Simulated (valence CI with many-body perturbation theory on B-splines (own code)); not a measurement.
Pm XXXIX: key properties

Method: relativistic CI+MBPT: five valence electrons over a frozen Dirac-Fock core [Ar], a basis of 7 s, 7 p, 8 d, 6 f, 4 g, 1 h functions for each j, with the one-electron correlation potential Σ1, the two-electron term Σ2, the three-electron term Σ3, Breit, model QED; selected CI, second order for the rest (own B-spline code, finite nucleus).

No measured spectrum was set against this ion. As an estimate, large intervals hold to a few tenths of a per cent, small ones and those within an open d or f shell to about a per cent. Only levels of the ground parity were solved; by the run's estimate the other parity begins above the list, which can be wrong where configurations are misplaced.

Levels are named by their leading jj configuration (3d3/2^4 stands for four electrons in 3d with j = 3/2), which in mixed levels can hold well under half, so a name can repeat and another be missing.

Rates and lifetimes use the calculated energies. Strong lines usually hold to 10 to 20 %, long lifetimes can be off by a factor of two.

(1) What is the ground level?

(2) How well does LS coupling describe the low levels?

(3) What is the ionisation energy?

## Answers

(1) (3d3/2^4 3d5/2) J=5/2, composition 31 % 3d5 4P + 25 % 3d5 6S + 18 % 3d5 2D, g = 1.466.

(2) Among the lowest 20 levels the leading LS term, summed over configurations, holds 49 % on average. For single configurations the figures are 49 % in LS and 90 % in jj coupling. Terms mix most in the J = 5/2 level at 0.00 eV, where the leading one holds 31 %.

(3) 2755.4 eV; NIST lists 2755 ± 4 eV (theoretical).
